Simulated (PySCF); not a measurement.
Ge(H)(Cl)2(Me) (CH4Cl2Ge), SMILES [CH3][GeH]([Cl])[Cl].

Coordinates come from a r2SCAN-D4/def2-SVP optimisation.

The numbers are results of PySCF with TDA-PBE/def2-SVPD, not measurements.

Vertical excitations. Gas-phase values at a fixed geometry. State labels are in the subgroup Cs.

```
state  symmetry  energy (eV)  λ (nm)      f                              main pairs
-----  --------  -----------  ------  -----  --------------------------------------
S1           A'         6.10     203  0.027                          HOMO→LUMO 97 %
S2           A"         6.37     195  0.026      HOMO−1→LUMO 67 %, HOMO−2→LUMO 28 %
S3           A"         6.40     194  0.012      HOMO−2→LUMO 67 %, HOMO−1→LUMO 29 %
S4           A'         6.59     188  0.015                        HOMO−3→LUMO 94 %
S5           A"         6.82     182  0.000                        HOMO→LUMO+1 95 %
S6           A'         7.04     176  0.013                      HOMO−1→LUMO+1 90 %
S7           A'         7.19     173  0.011                      HOMO−2→LUMO+1 90 %
S8           A'         7.28     170  0.078                        HOMO→LUMO+2 80 %
S9           A"         7.36     169  0.016  HOMO−1→LUMO+2 86 %, HOMO−3→LUMO+1 13 %
S10          A"         7.41     167  0.001  HOMO−3→LUMO+1 66 %, HOMO−1→LUMO+2 13 %
T1           A'         5.65     219      0                          HOMO→LUMO 99 %
T2           A"         5.83     213      0                        HOMO−1→LUMO 99 %
T3           A"         6.07     204      0                        HOMO−2→LUMO 97 %
T4           A'         6.19     200      0                        HOMO−3→LUMO 99 %
```
Triplets are in the Tamm–Dancoff approximation.
